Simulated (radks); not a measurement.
Lu+, configuration [Xe] 4f14 6s2. Method: Dirac Kohn-Sham, XLYP, spin-unpolarised, spherical densities, finite nucleus; Fermi nuclear charge, rms radius 5.37 fm; computed with a radial shooting solver on a logarithmic mesh with Libxc functionals. Some entries of the table are withheld. Estimate them.

| orbital | occ. | eigenvalue (eV) | <1/r> (bohr^-1) |
|---|---|---|---|
| 1s1/2 | 2 | -63163.22 | 82.19 |
| 2s1/2 | 2 | -10753.00 | 19.88 |
| 2p1/2 | 2 | (1) | (2) |
| 2p3/2 | 4 | (3) | (4) |
| 3s1/2 | 2 | -2443.240 | 7.291 |
| 3p1/2 | 2 | -2227.286 | (5) |
| 3p3/2 | 4 | -1988.849 | (6) |
| 3d3/2 | 4 | -1621.551 | 6.353 |
| 3d5/2 | 6 | -1569.489 | 6.174 |
| 4s1/2 | 2 | (7) | 3.054 |
| 4p1/2 | 2 | -405.0981 | 2.944 |
| 4p3/2 | 4 | -350.8213 | 2.684 |
| 4d3/2 | 4 | -206.0260 | 2.462 |
| 4d5/2 | 6 | -196.1197 | 2.399 |
| 5s1/2 | 2 | -69.6053 | 1.144 |
| 5p1/2 | 2 | -45.2076 | (8) |
| 5p3/2 | 4 | -38.2425 | (9) |
| 4f5/2 | 6 | -19.0635 | (10) |
| 4f7/2 | 8 | -17.5388 | (11) |
| 6s1/2 | 2 | -10.9928 | 0.3874 |

Answer. 
(1) 2p1/2 eigenvalue (eV): -10265.79
(2) 2p1/2 <1/r> (bohr^-1): 19.86
(3) 2p3/2 eigenvalue (eV): -9147.826
(4) 2p3/2 <1/r> (bohr^-1): 16.96
(5) 3p1/2 <1/r> (bohr^-1): 7.209
(6) 3p3/2 <1/r> (bohr^-1): 6.463
(7) 4s1/2 eigenvalue (eV): -493.0832
(8) 5p1/2 <1/r> (bohr^-1): 1.010
(9) 5p3/2 <1/r> (bohr^-1): 0.9185
(10) 4f5/2 <1/r> (bohr^-1): 1.846
(11) 4f7/2 <1/r> (bohr^-1): 1.814
